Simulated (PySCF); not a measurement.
Dipole response of Kr²⁺ (krypton, charge +2)

[Ar] 3d10 4s2 4p4, high-spin 3P determinant. Computed with PySCF 2.14 in def2-QZVPPD (12s8p5d4f1g, 98 functions), with the non-relativistic Hamiltonian (point nucleus). Coupled (time-dependent) response in atomic units; α is the mean over directions.

```
 method  mean α (bohr³)         α xx, yy, zz  C₆ (like pair)  S(−4)
wB97M-V           7.600  7.607, 7.586, 7.607           37.64  11.45
```

S(−4) is the Cauchy moment in α(ω) = α(0) + S(−4) ω² + …

Spin-orbit coupling is absent.

α(iu) at wB97M-V:

```csv
u (hartree),α(iu) (bohr³)
0,7.600
0.0500,7.572
0.100,7.488
0.200,7.172
0.300,6.706
0.500,5.580
0.750,4.247
1.00,3.222
1.50,1.967
2.00,1.319
3.00,0.7318
5.00,0.3523
```

A single London oscillator, α(iu) = α/(1 + u²/ω²), gives C₆ = (3/4) ω α². Matching the computed C₆ needs ω = 4 × 37.64 / (3 × 7.600²) = 0.869 hartree.

For an ion, C₆ is the dispersion term alone; charge-induced terms of lower order in 1/R come first.

The components differ because the open shell of this determinant is not spherical; for a pure term their mean is the scalar polarisability.
